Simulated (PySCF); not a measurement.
Core binding energy against partial charge

Species: p-cresol, C7H8O.
Bonds: C1–C2, C2–C3 (aromatic), C3–C4 (aromatic), C4–C5 (aromatic), C5–O6, C5–C7 (aromatic), C7–C8 (aromatic), C2–C8 (aromatic). Hydrogens: H9, H10, H11 on C1; H12 on C3; H13 on C4; H14 on O6; H15 on C7; H16 on C8.

Binding energies: delta-SCF UKS SCAN, pcX-2 on the ionised atom, pcseg-1 elsewhere, spin-free X2C in PySCF. Charges: PBE0/pcSseg-1 ground-state density, for the ionised atom.

| atom | environment | C 1s (eV) | Mulliken (e) | IAO (e) | Hirshfeld (e) | ESP (e) |
| --- | --- | --- | --- | --- | --- | --- |
| C2 | substituted aromatic carbon | 290.02 | -0.325 | -0.010 | -0.006 | +0.307 |
| C3 | aromatic CH carbon | 290.05 | -0.032 | -0.147 | -0.054 | -0.246 |
| C4 | aromatic CH carbon | 290.08 | -0.136 | -0.218 | -0.084 | -0.376 |
| C1 | benzylic-type carbon | 290.62 | -0.144 | -0.416 | -0.115 | -0.556 |
| C5 | aromatic carbon bearing oxygen | 291.76 | +0.175 | +0.210 | +0.069 | +0.396 |

Q: Give the correlation coefficient and slope of binding energy on charge for each scheme.

A: Mulliken: r = 0.80, slope 3.2 eV per e; Hirshfeld: r = 0.64, slope 6.6 eV per e; IAO: r = 0.55, slope 1.7 eV per e; ESP: r = 0.44, slope 0.8 eV per e. Mulliken charges have the highest r, on only 5 points.

Q: The point-charge model writes a binding energy as kq + V + constant, with V the potential of the other atoms' charges at the site. What does it give with the Hirshfeld charges?

A: V = Σ 14.40 eV Å × q/r over all other atoms: -0.93 eV at C2, +0.02 eV at C3, +0.66 eV at C4, +1.44 eV at C1, -1.86 eV at C5. Fitting binding energy − V to q gives k = 24.3 eV per e and leaves an rms residual of 0.34 eV, against 0.51 eV for the fit on q alone. The model has no term for differences in relaxation between sites.

The unrestricted hole states depart most from a pure doublet (⟨S²⟩ = 0.75; over 0.85 named) for C 1s of C5 (0.86), which makes this value less certain. One conformer (not necessarily the lowest) at the PBE0-D3(BJ)/def2-SVP geometry, without solvent, vibrations or thermal averaging.

Shape of the structure used: `[CH3:1][c:2]1[cH:3][cH:4][c:5]([OH:6])[cH:7][cH:8]1`: H–O6–C5–C4 0°.
